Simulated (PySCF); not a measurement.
## Excitation energy of Cr²⁺ by level of theory

Cr²⁺ [Ar] 3d4 (5D) → Cr²⁺ [Ar] 3d3 4s1 (5F), as a difference of total energies. All numbers are calculated (PySCF 2.14, the spin-free X2C one-electron Hamiltonian (Gaussian nucleus), in aug-cc-pVTZ-DK (8s7p5d3f2g, 93 functions)). Correlated levels: valence: [Ar] frozen. The calculations carry no spin-orbit coupling.

| method | excitation energy (cm⁻¹) |
| --- | --- |
| UHF | 46045 |
| MP2 (valence) | 49195 |
| SCS-MP2 (valence) | 47095 |
| CCSD (valence) | 49295 |
| CCSD(T) (valence) | 49333 |
